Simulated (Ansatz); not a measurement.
Energy landscape of H3Si (cation, charge +1), singlet: umbrella (inversion) coordinate, bond length relaxed. Scanned: angle between the Si-H bonds and the threefold axis (90 = planar). Other coordinates (Si-H bond length) were minimised at B3LYP/def2-TZVP.

Computed with CCSD(T) on RHF/aug-cc-pVQZ, frozen core (Ansatz, a first-principles code).

Scanned values (°): 90, 93.90, 96.90, 99.90, 102.90, 105.90, 108.90, 111.90, 114.90, 117.90, 120.90, 123.90, 126.90, 129.90, 132.

Task: Describe the profile: where are the wells and the tops?

Result: Lower than their neighbours: 90° (0.0 kcal/mol, end of the scan). Higher than their neighbours: 132° (100.9 kcal/mol, end of the scan). The whole profile spans 100.9 kcal/mol.
